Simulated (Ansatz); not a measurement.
Input and output for C$_{11}$H$_{16}$ (`Cc1cc(C)c(C)c(C)c1C`).

```yaml
crystal:
  periodic: [false, false, false]
  atoms:
    - {symbol: C, position_ang: [0.887995, -2.906637, -0.662784]}
    - {symbol: C, position_ang: [0.341415, -1.546854, -0.340386]}
    - {symbol: C, position_ang: [-1.026847, -1.388613, -0.177533]}
    - {symbol: C, position_ang: [-1.606488, -0.166616, 0.129771]}
    - {symbol: C, position_ang: [-3.095260, -0.084332, 0.298642]}
    - {symbol: C, position_ang: [-0.781523, 0.952747, 0.268556]}
    - {symbol: C, position_ang: [-1.364082, 2.292698, 0.614785]}
    - {symbol: C, position_ang: [0.599773, 0.818259, 0.083204]}
    - {symbol: C, position_ang: [1.484782, 2.025584, 0.203425]}
    - {symbol: C, position_ang: [1.168449, -0.428997, -0.202113]}
    - {symbol: C, position_ang: [2.656687, -0.556084, -0.355793]}
    - {symbol: H, position_ang: [1.554002, -3.276101, 0.122911]}
    - {symbol: H, position_ang: [1.460105, -2.906853, -1.594825]}
    - {symbol: H, position_ang: [0.076530, -3.627372, -0.771884]}
    - {symbol: H, position_ang: [-1.669473, -2.257121, -0.290300]}
    - {symbol: H, position_ang: [-3.554855, -1.054378, 0.104683]}
    - {symbol: H, position_ang: [-3.375441, 0.216637, 1.312693]}
    - {symbol: H, position_ang: [-3.545100, 0.639428, -0.386794]}
    - {symbol: H, position_ang: [-0.814053, 2.770810, 1.428969]}
    - {symbol: H, position_ang: [-1.331149, 2.980419, -0.237487]}
    - {symbol: H, position_ang: [-2.404413, 2.213272, 0.924912]}
    - {symbol: H, position_ang: [2.369182, 1.942255, -0.427976]}
    - {symbol: H, position_ang: [0.963067, 2.938875, -0.081784]}
    - {symbol: H, position_ang: [1.836867, 2.164611, 1.232595]}
    - {symbol: H, position_ang: [3.008017, -0.095094, -1.285576]}
    - {symbol: H, position_ang: [3.187789, -0.063388, 0.462255]}
    - {symbol: H, position_ang: [2.974013, -1.597155, -0.372143]}
basis:
  gaussian: {orbitals: aug-pcseg-2}
hamiltonian: {xc: {name: BLYP}, dispersion: d3bj, pseudopotentials: {relativity: scalar}}
```

```sh
$ ansatz run in.yaml --threads 4 --pin off --events-out ev --progress --plain --max-ram 66560MiB --backend cuda --devices 0, --max-vram 37GiB
```

Output, abridged:

```
Functional definition: BLYP
3208 factors; their error is unknown
mean field evaluation 1: about -11630.1463 eV, gradient 1.3e2 eV
mean field evaluation 2: about -11289.6257 eV, gradient 3.2e2 eV
mean field evaluation 4: about -11669.8627 eV, gradient 2.5e1 eV
mean field evaluation 8: about -11671.3830 eV, gradient 3.1e-1 eV
mean field evaluation 16: about -11671.2059 eV, gradient 3.6e-2 eV
mean field -11671.20590850 eV, -428.9089061099 hartree, gradient 5.8e-5 eV, S^2 0.000000; 0 other end points of the search recorded, 13 dependent functions left out
reference -11671.20654353 eV, -428.9089294468 hartree; 41, 41 occupied and 820, 820 virtual orbitals, 3208 factors
Total energy: -11672.86258522 eV, -428.9697878564 hartree
Relativity: scalar
```

Hardware: 4 threads of an AMD EPYC 7R13 on a shared host and a share of an NVIDIA H100 80 GB. Wall time 11 s, peak host memory 1.4 GiB.
